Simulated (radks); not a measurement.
Values are calculated unless marked as measured or tabulated.
Problem. These are the eigenvalues of the occupied orbitals of an atom or ion with whole-number occupations (eV). Level of theory: Dirac Kohn-Sham, PBE, spin-unpolarised, spherical densities, finite nucleus; Fermi nuclear charge, rms radius of each element as measured or else 0.836 A^(1/3) + 0.57 fm (a radial shooting solver on a logarithmic mesh with Libxc functionals).

| orbital | eigenvalue |
|---|---|
| 1s1/2 | -7620.346 |
| 2s1/2 | -921.5030 |
| 2p1/2 | -803.0993 |
| 2p3/2 | -788.2122 |
| 3s1/2 | -122.7992 |
| 3p1/2 | -87.1015 |
| 3p3/2 | -85.1932 |
| 3d3/2 | -27.1928 |
| 3d5/2 | -26.9710 |
| 4p1/2 | -10.1555 |

Which element is it, and in what charge state? The configuration may be excited. Open shells, if any, fill j = l - 1/2 first.

Solution. Z = 27, cobalt, charge +1: Co+ in [Ne] 3s2 3p4 3d8 4p2. The list shows which subshells hold electrons but not how many an open one holds; the 1s level, -280.04 hartree, gives Z - s = 23.7 by -(Z - s)^2/2, which with screening and relativity narrows Z to a few neighbours, and the depths of the outer levels then fix element, charge and occupations together.
